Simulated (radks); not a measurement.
Values are calculated unless marked as measured or tabulated.
Polarisability of the tantalum ion Ta4+, [Xe] 4f14 5d1, at imaginary frequency. Code: a radial shooting solver on a logarithmic mesh with Libxc functionals. Model: scalar-relativistic Kohn-Sham, exchange-only LDA, spin-polarised, spherical densities, finite nucleus; open shells are filled with parallel spins first (spin-orbit coupling, left out, can overturn this in heavy ions); Fermi nuclear charge, rms radius 5.3507 fm. Response by self-consistent Sternheimer equations with the Hartree and adiabatic exchange-only LDA kernel, the relativistic mass of each level held fixed and spin-orbit coupling left out.

w (hartree),alpha1(iw) (bohr^3)
0.00266,4.306
0.0143,4.304
0.0360,4.298
0.0697,4.278
0.118,4.229
0.186,4.128
0.280,3.948
0.413,3.668
0.605,3.280
0.892,2.776
1.35,2.153
2.12,1.453
3.59,0.8052
6.94,0.3422
17.5,0.08967

Static values: alpha1 = 4.306 bohr^3 (0.6380 angstrom^3; uncoupled 6.817). C6 = 19.19, triple-dipole C9 = 55.09 atomic units. One-pole (London) frequency 4 C6 / (3 alpha1^2) = 1.381 hartree, against 1.489 for minus the highest occupied eigenvalue.
